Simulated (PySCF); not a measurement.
C2H3O2, SMILES C(C)(=O)[O] (connectivity only; charge and spin as stated), charge -1, multiplicity 1.

Geometry: PBE-D3(BJ)/def2-SVPD. The multiplicity is an assumed one; other spin states were not compared. The isomer is the one that the SMILES or the coordinates give; other isomers of the formula were not compared.

All values below come from PBE-D3(BJ)/def2-SVPD (PySCF).

Frequencies are harmonic and unscaled.

A small imaginary wavenumber (i) marks a very flat motion, where grid noise or a shallow saddle decides the sign.

```json
[
 {"mode": "1", "ν (cm⁻¹)": "19i", "IR (km/mol)": "0.0", "Raman (Å⁴/amu)": "0.3", "depolarisation": "0.75", "moving atoms (share of kinetic energy)": "H 92 %"},
 {"mode": "2", "ν (cm⁻¹)": "420", "IR (km/mol)": "1.8", "Raman (Å⁴/amu)": "0.1", "depolarisation": "0.74", "moving atoms (share of kinetic energy)": "O 48 %, H 29 %, C 23 %"},
 {"mode": "3", "ν (cm⁻¹)": "586", "IR (km/mol)": "3.9", "Raman (Å⁴/amu)": "1.0", "depolarisation": "0.69", "moving atoms (share of kinetic energy)": "C 45 %, H 38 %, O 17 %"},
 {"mode": "4", "ν (cm⁻¹)": "606", "IR (km/mol)": "5.7", "Raman (Å⁴/amu)": "2.0", "depolarisation": "0.32", "moving atoms (share of kinetic energy)": "O 47 %, C 40 %, H 13 %"},
 {"mode": "5", "ν (cm⁻¹)": "849", "IR (km/mol)": "47.0", "Raman (Å⁴/amu)": "28.0", "depolarisation": "0.21", "moving atoms (share of kinetic energy)": "O 47 %, C 45 %"},
 {"mode": "6", "ν (cm⁻¹)": "947", "IR (km/mol)": "6.2", "Raman (Å⁴/amu)": "1.2", "depolarisation": "0.45", "moving atoms (share of kinetic energy)": "H 66 %, C 25 %, O 9 %"},
 {"mode": "7", "ν (cm⁻¹)": "981", "IR (km/mol)": "2.0", "Raman (Å⁴/amu)": "0.2", "depolarisation": "0.67", "moving atoms (share of kinetic energy)": "C 50 %, H 46 %"},
 {"mode": "8", "ν (cm⁻¹)": "1239", "IR (km/mol)": "3.0", "Raman (Å⁴/amu)": "0.6", "depolarisation": "0.05", "moving atoms (share of kinetic energy)": "H 77 %, C 21 %"},
 {"mode": "9", "ν (cm⁻¹)": "1324", "IR (km/mol)": "258.7", "Raman (Å⁴/amu)": "44.6", "depolarisation": "0.75", "moving atoms (share of kinetic energy)": "C 50 %, O 47 %"},
 {"mode": "10", "ν (cm⁻¹)": "1380", "IR (km/mol)": "18.7", "Raman (Å⁴/amu)": "6.9", "depolarisation": "0.70", "moving atoms (share of kinetic energy)": "H 93 %"},
 {"mode": "11", "ν (cm⁻¹)": "1395", "IR (km/mol)": "3.2", "Raman (Å⁴/amu)": "3.9", "depolarisation": "0.74", "moving atoms (share of kinetic energy)": "H 95 %"},
 {"mode": "12", "ν (cm⁻¹)": "1628", "IR (km/mol)": "639.0", "Raman (Å⁴/amu)": "29.2", "depolarisation": "0.74", "moving atoms (share of kinetic energy)": "C 70 %, O 28 %"},
 {"mode": "13", "ν (cm⁻¹)": "2937", "IR (km/mol)": "57.5", "Raman (Å⁴/amu)": "185.7", "depolarisation": "0.00", "moving atoms (share of kinetic energy)": "H 97 %"},
 {"mode": "14", "ν (cm⁻¹)": "3024", "IR (km/mol)": "44.3", "Raman (Å⁴/amu)": "66.1", "depolarisation": "0.75", "moving atoms (share of kinetic energy)": "H 91 %, C 9 %"},
 {"mode": "15", "ν (cm⁻¹)": "3036", "IR (km/mol)": "56.3", "Raman (Å⁴/amu)": "84.4", "depolarisation": "0.75", "moving atoms (share of kinetic energy)": "H 90 %, C 10 %"}
]
```
